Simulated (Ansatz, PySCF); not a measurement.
## Worked example: transport gap, exciton binding and injection barriers

diboron dicarbonyl (C2B2O2), SMILES [O+]#C[B-]#[B-]C#[O+].

Geometry: PBE0-D3(BJ)/def2-SVP.

Gas-phase, vertical values: ionisation energy 8.90 eV and electron affinity 1.43 eV from ΔSCF with PBE/def2-SVPD (Ansatz, a quantum-chemistry and plane-wave program); S1 1.69 eV and T1 1.05 eV from TDA-PBE/def2-SVPD (PySCF). Assume, for the exercise, a film of permittivity 3.0, a cavity radius of 7.0 Å and electrodes of work function 5.3 eV (anode) and 3.6 eV (cathode), with aligned vacuum levels.

Problem. Work out the fundamental gap and exciton binding energy in the gas phase, the levels in the film by Born's model, the injection barriers and the thermal weight of S1 against T1 at 298 K.

Solution. 
Fundamental gap IE − EA = 7.47 eV; exciton binding = gap − S1 = 5.78 eV.
Born polarisation P = (14.3996 eV Å / 2r)(1 − 1/ε) = 0.69 eV. Film: IE = 8.21 eV, EA = 2.12 eV, transport gap 6.09 eV; with S1 unchanged the binding falls to 4.40 eV.
Hole barrier IE − Φ(anode) = 2.91 eV; electron barrier Φ(cathode) − EA = 1.48 eV (a negative value means no barrier, and the level would pin).
ΔE(ST) = S1 − T1 = 0.64 eV, and the triplet has three sublevels, so the ratio S1/T1 is (1/3) exp(−ΔE/kT) = 5.1e-12 with kT = 0.02569 eV: too wide a gap for thermal return to the singlet. All inputs carry the errors of their functional, and relaxed states would shift them.
